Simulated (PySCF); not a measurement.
NbBr₃, SMILES [Br][Nb]([Br])[Br] (connectivity only; charge and spin as stated), neutral, multiplicity 3. Atoms are numbered in the order given.

```xyz
4

Nb     0.0000     0.0000     0.0879
Br     0.0000     0.0000     2.5214
Br     0.0000    -2.0134    -1.3122
Br     0.0000     2.0134    -1.3122
```
Charge 0, spin multiplicity 3.

The structure is a stationary point at B3LYP-D3(BJ)/def2-SVP. The multiplicity is an assumed one; other spin states were not compared. The def2 effective core potentials stand for the cores of Nb; spin–orbit coupling is left out.

Computed with PBE0/def2-TZVP in PySCF.

Gas-phase values at a fixed geometry.

```json
{
  "total_energy": "-7778.70303 hartree",
  "point_group": "C2v",
  "α spin, highest occupied and lowest empty level": "-6.43 and -3.75 eV",
  "β spin, highest occupied and lowest empty level": "-8.78 and -2.93 eV",
  "dipole_moment": "0.96 D",
  "quadrupole, principal values (traceless, Buckingham form, about the centre of nuclear charge)": "-2.64, -0.55, 3.19 D·Å",
  "mean_static_polarisability": "112.2 bohr³ (16.62 Å³)",
  "polarisability_principal_values": "73.1, 123.8, 139.6 bohr³",
  "⟨S²⟩": "2.014 (pure state 2.00)"
}
```
